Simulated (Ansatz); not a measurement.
```yaml
crystal:
  periodic: [false, false, false]
  atoms:
    - {symbol: B, position_ang: [-0.868629, 0.633898, -0.619191]}
    - {symbol: O, position_ang: [0.218620, 0.887481, 0.154028]}
    - {symbol: C, position_ang: [0.709684, -0.403251, 0.484199]}
    - {symbol: Te, position_ang: [-0.813037, -1.528686, -0.607602]}
    - {symbol: H, position_ang: [-1.564759, 1.469027, -1.100533]}
    - {symbol: H, position_ang: [0.668397, -0.572973, 1.558350]}
    - {symbol: H, position_ang: [1.710924, -0.553295, 0.085050]}
basis:
  gaussian: {orbitals: def2-TZVPD}
hamiltonian: {xc: {name: B3LYP-D3}, pseudopotentials: {relativity: none}}
```

```sh
$ ansatz run in.yaml --threads 2 --pin off --events-out ev --progress --plain --max-ram 4352MiB
```

Shortened log:

```
Error: YAML parse error: error: line 13 column 19: hamiltonian.xc: no functional is named "B3LYP-D3"; the names, which are not case-sensitive, are SVWN5, SPW92, PBE, PBE0, PBEsol, revPBE, revPBE0, RPBE, rPW86-PBE, HSE06, wPBEh, LC-wPBE, HISS, HF, BLYP, B3LYP, B3LYP5, BHLYP, CAM-B3LYP, r2SCAN, r2SCANh, r2SCAN0, r2SCAN50, m-r2SCAN, B97, wB97, wB97X, wB97X-V, B97M-V, wB97M-V, B2PLYP, B2GP-PLYP, PBE0-DH, PBE-QIDH
11 | basis:
12 |   gaussian: {orbitals: def2-TZVPD}
13 | hamiltonian: {xc: {name: B3LYP-D3}, pseudopotentials: {relativity: none}}
```

(1) What is wrong with this run?

Results:

(1) The method's name isn't one that the program takes here. The input was rejected before any iteration.

HSE06 is defined as in plane-wave codes.
